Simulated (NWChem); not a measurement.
System: GeH2S, singlet; SMILES [SH][GeH]

```xyz
4

Ge     0.0287     0.7682     0.0000
H     -1.5776     0.7923     0.0000
S     -0.0398    -1.4805     0.0000
H      1.2970    -1.6874     0.0000
```
Atoms are numbered in this order, from 1.

Low-valent species are run as closed-shell singlets; no triplet was tried in these runs. The geometry was optimised at B3LYP/6-31G* (spherical d).

Symmetry labels are those of Cs in the frame above (b1 and b2, or b-type labels, depend on it).

**Question.** List the 6 lowest vertical singlet excitations from LRC-wPBEh/6-31G* (spherical d), TDA (NWChem).

**Answer.** 
```json
[
 {"state": "S1", "energy (eV)": "3.23", "oscillator strength": "0.024", "symmetry": "a\"", "leading excitation (squared amplitude)": "HOMO → LUMO (0.98)"},
 {"state": "S2", "energy (eV)": "4.85", "oscillator strength": "0.043", "symmetry": "a'", "leading excitation (squared amplitude)": "HOMO−1 → LUMO (0.85)"},
 {"state": "S3", "energy (eV)": "4.97", "oscillator strength": "0.001", "symmetry": "a\"", "leading excitation (squared amplitude)": "HOMO−2 → LUMO (0.98)"},
 {"state": "S4", "energy (eV)": "6.41", "oscillator strength": "0.265", "symmetry": "a'", "leading excitation (squared amplitude)": "HOMO → LUMO+1 (0.80)"},
 {"state": "S5", "energy (eV)": "6.79", "oscillator strength": "0.016", "symmetry": "a\"", "leading excitation (squared amplitude)": "HOMO−1 → LUMO+1 (0.95)"},
 {"state": "S6", "energy (eV)": "7.17", "oscillator strength": "0.084", "symmetry": "a'", "leading excitation (squared amplitude)": "HOMO → LUMO+2 (0.87)"}
]
```
